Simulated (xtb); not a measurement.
W(O)2(F)(OMe) (CH₃FO₃W), SMILES [O](C)[W]([F])(=[O])=[O], multiplicity 1. All values are semi-empirical tight-binding results from xtb (GFN2-xTB unless named), good for trends rather than for accurate numbers. The structure is a stationary point at GFN2-xTB. The multiplicity is an assumed one; no other spin state was optimised. The structure was generated by enumeration; whether it is a known compound was not checked. The values are those of a single conformer.

Optimised geometry:

```xyz
9

W      0.0743     0.0860     0.2333
O      1.7578    -0.0665     0.2200
O     -0.6336    -0.9994     1.3190
F     -0.4617     1.8426     0.5592
O     -0.5416    -0.3041    -1.4365
C     -0.6571    -1.2502    -2.4796
H     -1.3196    -0.8630    -3.2633
H      0.3399    -1.4410    -2.9054
H     -1.0787    -2.1822    -2.0700
```
Charge 0, spin multiplicity 1.

For metal compounds this method's bond lengths and energies can be far off.

The orbital gap is 4.32 eV. The zero-point energy comes out as 28.6 kcal/mol and the G − E(el) at 298.15 K (modified RRHO) is 6.4 kcal/mol.

Computed atomic charges and the Wiberg bond orders between heavy atoms:
charges (e) W1 1.33, O2 -0.50, O3 -0.50, F4 -0.30, O5 -0.34, C6 0.04, H7 0.09, H8 0.10, H9 0.10. Bond orders W1–O2 2.08, W1–O3 2.08, W1–F4 0.99, W1–O5 1.23, O5–C6 0.95.
